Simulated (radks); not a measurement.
The numbers below are computed, except where a source is named.
The potassium ion K+, [Ar]. Code: a radial shooting solver on a logarithmic mesh with Libxc functionals. Model: non-relativistic Kohn-Sham, PBE, spin-polarised, spherical densities, point nucleus. Every spin shell is full or empty, so the densities are truly spherical. Functionals are evaluated on that one density, not self-consistently. Rank these orbital-free kinetic functionals by their error against the exact value of the orbitals, and give that value: Thomas-Fermi, von Weizsacker, TF + vW, TF + vW/9, TF + vW/5, LC94, APBEK, revAPBEK, Perdew 92, Thakkar, Pearson, LKT, PG1, DePristo-Kress.

Answer. Exact: 598.913 hartree. From best to worst, with 100 (|E| - |E exact|)/|E exact| (equal figures are ties): DePristo-Kress +0.07, LC94 +0.13, Thakkar -0.14, APBEK +0.25, revAPBEK +0.57, Perdew 92 -0.58, TF + vW/9 -0.59, Pearson -1.40, TF + vW/5 +4.52, Thomas-Fermi -6.98, PG1 +22.97, LKT +28.54, von Weizsacker -42.46, TF + vW +50.56.
